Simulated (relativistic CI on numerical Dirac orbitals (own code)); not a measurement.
# Co4+ (3d5) in a crystal field

Calculated by Dirac-Coulomb-Breit CI, KLI orbitals optimised for each configuration, model QED (radiative potential, 1s self-energy scaled to tabulated hydrogen-like ionisation energies), valence Slater integrals scaled by 0.8, one configuration in a parametric crystal field (own radial code).

Field parameters in Wybourne normalisation: D3d B²₀ = −7Dσ, B⁴₀ = −14Dq − 21Dτ, B⁴₃ = −14√(10/7) Dq; D4h B²₀ = −7Ds, B⁴₀ = 21(Dq − Dt), B⁴₄ = 21√(5/14) Dq. The field is a parameter set, without covalency.

S and J are read from ⟨S²⟩ = S(S + 1) and ⟨J²⟩ = J(J + 1) of each level; they are not fictitious spins.

D3d, 10Dq = 14800, Dσ = 790, Dτ = 300 cm⁻¹, the lowest 16 levels:

| E (cm⁻¹) | Degeneracy | Irrep | S | J |
| --- | --- | --- | --- | --- |
| 0.0 | 2 | Γ4 | 2.50 | 2.50 |
| 1.1 | 2 | Γ5+Γ6 | 2.50 | 2.50 |
| 1.7 | 2 | Γ4 | 2.50 | 2.50 |
| 19283 | 2 | Γ4 | 1.45 | 3.79 |
| 19433 | 2 | Γ5+Γ6 | 1.48 | 3.74 |
| 19516 | 2 | Γ4 | 1.50 | 3.47 |
| 19521 | 2 | Γ4 | 1.50 | 3.69 |
| 21810 | 2 | Γ4 | 1.44 | 3.65 |
| 21861 | 2 | Γ5+Γ6 | 1.47 | 3.66 |
| 22990 | 2 | Γ4 | 0.69 | 4.70 |
| 23622 | 2 | Γ5+Γ6 | 0.61 | 4.56 |
| 26467 | 2 | Γ4 | 0.92 | 4.32 |
| 27309 | 2 | Γ4 | 1.50 | 4.41 |
| 27327 | 2 | Γ4 | 1.49 | 3.73 |
| 27335 | 2 | Γ5+Γ6 | 1.49 | 4.14 |
| 27704 | 2 | Γ4 | 1.24 | 3.96 |

Principal g values of the ground doublet: 0.00, 0.00, 10.00.

D3d, 10Dq = 12350, Dσ = 1200, Dτ = 80 cm⁻¹, the lowest 16 levels:

```
E (cm⁻¹)  Degeneracy  Irrep     S     J
     0.0           2     Γ4  2.50  2.50
     0.2           2  Γ5+Γ6  2.50  2.50
     0.3           2     Γ4  2.50  2.50
   22809           2     Γ4  1.48  3.76
   22883           2  Γ5+Γ6  1.49  3.78
   22938           2     Γ4  1.50  3.74
   22947           2     Γ4  1.50  3.60
   24399           2     Γ4  1.49  3.56
   24413           2  Γ5+Γ6  1.50  3.63
   28926           2     Γ4  1.19  4.11
   29034           2     Γ4  1.45  3.74
   29145           2  Γ5+Γ6  1.42  4.26
   29256           2     Γ4  1.48  4.48
   29540           2     Γ4  1.05  4.65
   29945           2  Γ5+Γ6  0.88  4.65
   30637           2     Γ4  1.48  4.26
```

Principal g values of the ground doublet: 0.01, 0.01, 9.98.

D4h, 10Dq = 35050, Ds = 2620, Dt = 580 cm⁻¹, the lowest 10 levels:

| E (cm⁻¹) | Degeneracy | Irrep | S | J |
| --- | --- | --- | --- | --- |
| 0.0 | 2 | Γ7 | 0.51 | 4.55 |
| 3953 | 2 | Γ7 | 0.52 | 4.59 |
| 4648 | 2 | Γ6 | 0.51 | 4.47 |
| 8401 | 2 | Γ6 | 2.39 | 2.72 |
| 8458 | 2 | Γ7 | 2.41 | 2.65 |
| 8535 | 2 | Γ7 | 2.45 | 2.56 |
| 10707 | 2 | Γ6 | 1.58 | 3.92 |
| 10937 | 2 | Γ6 | 1.57 | 3.75 |
| 10984 | 2 | Γ7 | 1.59 | 3.61 |
| 11221 | 2 | Γ6 | 1.51 | 3.16 |

Principal g values of the ground doublet: 1.75, 2.50, 2.50.

The free-ion ground term has S = 5/2. The field overcomes the spin-pairing energy for D4h, 10Dq = 35050, Ds = 2620, Dt = 580 cm⁻¹, where the ground state has lower spin; these fields are assumed values.

Levels of this model without a field, named by their leading LS term (the scale mimics covalency, so terms lie below those of the real free ion): 6S_5/2 0, 4G_11/2 33336, 4G_9/2 33409, 4G_5/2 33414, 4G_7/2 33427, 4P_5/2 38383, 4P_3/2 38530, 4P_1/2 38689 cm⁻¹.
